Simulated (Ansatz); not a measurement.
ClH₈NSi₂Sn (`[SiH3][N]([SiH3])[SnH2][Cl]`). Total charge 0; spin multiplicity 1. Sn: def2 effective core potential.

```json
{"atom": "Si1", "x (Å)": "-0.700", "y (Å)": "1.148", "z (Å)": "-1.184"}
{"atom": "N2", "x (Å)": "-0.190", "y (Å)": "-0.034", "z (Å)": "-0.023"}
{"atom": "Si3", "x (Å)": "-0.821", "y (Å)": "0.001", "z (Å)": "1.592"}
{"atom": "Sn4", "x (Å)": "1.344", "y (Å)": "-1.276", "z (Å)": "-0.469"}
{"atom": "Cl5", "x (Å)": "3.312", "y (Å)": "-0.152", "z (Å)": "0.088"}
{"atom": "H6", "x (Å)": "-2.181", "y (Å)": "1.116", "z (Å)": "-1.333"}
{"atom": "H7", "x (Å)": "-0.311", "y (Å)": "2.528", "z (Å)": "-0.787"}
{"atom": "H8", "x (Å)": "-0.065", "y (Å)": "0.827", "z (Å)": "-2.490"}
{"atom": "H9", "x (Å)": "-2.306", "y (Å)": "-0.088", "z (Å)": "1.565"}
{"atom": "H10", "x (Å)": "-0.452", "y (Å)": "1.251", "z (Å)": "2.310"}
{"atom": "H11", "x (Å)": "-0.268", "y (Å)": "-1.162", "z (Å)": "2.336"}
{"atom": "H12", "x (Å)": "1.380", "y (Å)": "-1.521", "z (Å)": "-2.147"}
{"atom": "H13", "x (Å)": "1.258", "y (Å)": "-2.637", "z (Å)": "0.541"}
```

(1) What are the harmonic wavenumbers in cm⁻¹ at PBE0-D4/def2-TZVP (Ansatz, finite differences of forces, unscaled)? (Estimate.)

## Answers

(1) Computed: 40i, 8, 42, 71, 155, 166, 199, 366, 386, 422, 522, 628, 664, 679, 680, 682, 721, 915, 933, 935, 941, 958, 963, 992, 1000, 1980, 1994, 2210, 2213, 2215, 2220, 2222, 2223.
